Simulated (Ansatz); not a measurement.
Cost and result up the ladder for In4N4H16, a cluster cut from zinc blende InN (hydrogen-capped) (24 atoms). Total charge 0; singlet. Geometry: r2SCAN-D4/def2-SVP.

```tsv
atom	x (Å)	y (Å)	z (Å)
N1	0.566	-1.196	-1.700
N2	-1.401	-0.795	1.439
N3	-0.996	1.722	-0.847
N4	1.825	0.272	1.107
In5	-0.434	0.552	-2.667
In6	-2.508	0.964	0.616
In7	2.508	-0.977	-0.615
In8	0.450	-0.546	2.667
H9	0.776	-1.833	-2.477
H10	-0.104	-1.731	-1.139
H11	-2.071	-1.238	2.078
H12	-1.264	-1.508	0.718
H13	-1.416	2.582	-1.219
H14	-0.162	2.064	-0.362
H15	1.500	1.188	0.783
H16	2.686	0.501	1.617
H17	-1.938	-0.020	-3.296
H18	0.849	1.417	-3.435
H19	-3.782	0.333	-0.365
H20	-2.548	2.098	1.919
H21	2.868	-2.518	0.077
H22	3.459	0.048	-1.629
H23	1.051	-2.134	2.988
H24	0.087	0.756	3.743
```

Ansatz on 2 threads of AMD EPYC 7R13 on a shared host and a share (18 GiB) of an NVIDIA H100 80GB HBM3. Times are rough, and most runs start from the orbitals of an earlier one. ωB97X-V/def2-TZVP serves as the yardstick here, not as an exact answer. Differences are given only for rows in sets of like size (and for xTB, whose basis is part of the method), since another set adds its own error. Binding counts from free atoms at the same level (N quartet, In doublet, H doublet; other spins of the atoms weren't run), without zero-point energy or a counterpoise term.

In the def2 sets In takes a core potential, while STO-3G treats all electrons; there is no spin–orbit coupling. Correlated methods freeze 20 core orbitals; core or outer-core shells of In are correlated, in sets that lack core-valence functions. The rows differ in basis, and correlated rows in double-zeta sets carry the largest basis error. Single mean-field runs in def2-TZVP are fitted with def2-universal-jkfit.

Correlated methods converge slowly with the basis, most of all in double-zeta sets.

| level | functions | wall time | binding energy per atom (eV) | difference from ωB97X-V/def2-TZVP (eV) |
| --- | --- | --- | --- | --- |
| PBE-D4/def2-SVP | 240 | 2 s | 2.81 | – |
| HF/STO-3G | 144 | 2.1 s | 2.98 | – |
| PBE-D4/def2-TZVP | 420 | 2.3 s | 2.81 | -0.04 |
| PBE0-D4/def2-SVP | 240 | 2.7 s | 2.77 | – |
| PBE0-D4/def2-TZVP | 420 | 2.9 s | 2.77 | -0.07 |
| MP2/def2-TZVP | 420 | 3.4 s | 2.67 | -0.18 |
| r2SCAN-D4/def2-TZVP (with forces) | 420 | 4.1 s | 2.79 | -0.06 |
| ωB97X-V/def2-TZVP (with forces) | 420 | 7 s | 2.85 | 0.00 |
| CCSD(T)/def2-SVP | 240 | 8 s | 2.64 | – |
